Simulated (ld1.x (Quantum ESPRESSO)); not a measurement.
## What one change does to a pseudopotential (O (Z = 8), PAW)

ld1.x (Quantum ESPRESSO) 7.5 input, shortened:

```
&input
   title='O', zed=8., rel=1, dft='BP', iswitch=3,
   config='[He] 2s1.5 2p4.5'
 /
 &inputp
   pseudotype=3, lpaw=.true., tm=.true., lloc=-1, rcloc=0.70,
   nlcc=.true., new_core_ps=.true., rcore=1.00,
   which_augfun='BESSEL', rmatch_augfun=0.85
 /
4
2S  1  0   1.50   0.00  0.80  1.05  0.0
2S  1  0   0.00   0.35  0.80  1.05  0.0
2P  2  1   4.50   0.00  0.75  0.95  0.0
2P  2  1   0.00   0.90  0.75  0.95  0.0
 &test
   configts(1)='2s1.5 2p4.5'
 /
```

All-electron outer shells of the reference configuration (BP86, scalar-relativistic, ld1.x):

| shell | level (eV) | outermost node (bohr) | outermost maximum (bohr) |
| --- | --- | --- | --- |
| 1s | -515.60 | – | 0.13 |
| 2s | -24.29 | 0.28 | 0.87 |
| 2p | -9.35 | – | 0.82 |

Change: waves 2s (bound): rcut 0.80, rcutus 1.32 bohr; 2s channel at 0.35 Ry: rcut 0.80, rcutus 1.32 bohr.

Cutoffs: the cutoffs (Ry, on a coarse ladder) from which the occupation-weighted sum of valence levels, in a spherical-Bessel basis at the reference potential, stays within 10 and 1 mRy of its value at 400 Ry; they do not see the model core or the augmentation charge, which bear on the density cutoff. Errors are all-electron minus pseudo energies relative to the spin-unpolarised reference configuration.

Problem. Predict the effect on cutoff, ghosts and configuration errors.

Solution. The potential gets neither clearly harder nor softer (80 Ry and 120 Ry → 80 Ry and 120 Ry); of the 7 tests that both files solve, the error grows in 2 and shrinks in 2 by more than 15 % and 0.3 meV (median size 1.1 → 0.8 meV); neither file shows a bound ghost.

```tsv
quantity	base	changed
cutoff, loose	80 Ry	80 Ry
cutoff, tight	120 Ry	120 Ry
bound ghosts	none	none
error for 2s2 2p4, meV [ΔE -7.47 eV]	0.0	-0.1
error for 2s2 2p3, meV [ΔE 9.05 eV]	-0.7	-1.1
error for 2s2 2p2, meV [ΔE 42.72 eV]	-1.9	-2.2
error for 2s2 2p4.3, meV [ΔE -9.62 eV]	+0.2	+0.2
error for 2s1 2p4, meV [ΔE 24.29 eV]	-1.1	-0.8
error for 2s0 2p6, meV [ΔE 22.46 eV]	-1.2	-0.9
error for 2s2 2p1, meV [ΔE 96.65 eV]	-3.2	-0.7
lowest overlap eigenvalue by channel	s 0.52, p 0.97	s 0.51, p 0.97
```
